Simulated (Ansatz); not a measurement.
Geometry optimisation, Ansatz, RKS PBE/6-31G*.

Input file:

```yaml
crystal:
  periodic: [false, false, false]
  atoms:
    - { symbol: Si, position_ang: [0.0, 0.0, 0.0] }
    - { symbol: H, position_ang: [0.8854, 0.0, 1.4041] }
    - { symbol: F, position_ang: [1.7331, 0.0, 0.448] }
    - { symbol: O, position_ang: [-0.7913, 1.3709, -0.5594] }
    - { symbol: H, position_ang: [-1.7491, 1.1401, -0.7818] }
    - { symbol: Si, position_ang: [-1.0456, -1.8115, -0.7393] }
    - { symbol: H, position_ang: [-1.7029, -2.4846, 0.3772] }
    - { symbol: H, position_ang: [-2.0454, -1.4265, -1.7311] }
    - { symbol: H, position_ang: [-0.0777, -2.7173, -1.3511] }
basis:
  gaussian: { orbitals: "6-31G*" }
hamiltonian:
  xc: pbe
relax:
  f_tol: 0.15
  max_steps: 25
  restrain:
    - { distance: [1, 2], at: 0.92, k: 30.0 }
    - { distance: [0, 1], at: 2.66, k: 30.0 }
    - { distance: [0, 2], at: 2.79, k: 30.0 }
```

Launched with:

```bash
$ ansatz run input.yaml --threads 1 --pin off --max-ram 2048MiB --backend cpu --events-out ev --progress --plain --runs-dir out
```

Where does it end, and by what steps?

The forces met the threshold. The restraints hold the end off the free minimum. After 16 steps the energy has fallen by 1.081 eV (the restraints' own energy left out); Si1 moved furthest, 1.06 Å. Parted: Si1–F3 (1.79 → 2.78 Å). Joined: H2–F3 (1.28 → 0.94 Å).

| step | energy less start (eV) | largest force component (eV/Å) | accepted |
| --- | --- | --- | --- |
| 0 | 0.0000 | 4.370 | yes |
| 1 | 1.2365 | 6.425 | yes |
| 2 | 2.3045 | 7.181 | yes |
| 3 | 1.9332 | 6.712 | yes |
| 4 | 0.4967 | 3.345 | yes |
| 5 | -0.1823 | 1.397 | yes |
| 6 | -0.5558 | 2.075 | yes |
| 7 | -0.5590 | 2.694 | yes |
| 8 | -0.8670 | 0.896 | yes |
| 9 | -0.9726 | 0.735 | yes |
| 10 | -1.0508 | 0.283 | yes |
| 11 | -1.0604 | 0.378 | yes |
| 12 | -1.0755 | 0.444 | yes |
| 13 | -1.0767 | 0.439 | yes |
| 14 | -1.0785 | 0.438 | yes |
| 15 | -1.0780 | 0.463 | yes |
| 16 | -1.0809 | 0.479 | yes |

```xyz
9
Properties=species:S:1:pos:R:3
Si -0.800 0.220 0.664
H 1.763 0.152 1.380
F 1.952 -0.181 0.522
O -1.085 1.377 -0.539
H -1.332 1.022 -1.419
Si -1.252 -1.785 -0.646
H -1.966 -2.859 0.133
H -2.099 -1.479 -1.862
H 0.025 -2.395 -1.166
```

Run time: 37 s on 1 thread of Arm Neoverse V2 (shared host), peak memory 0.14 GiB.
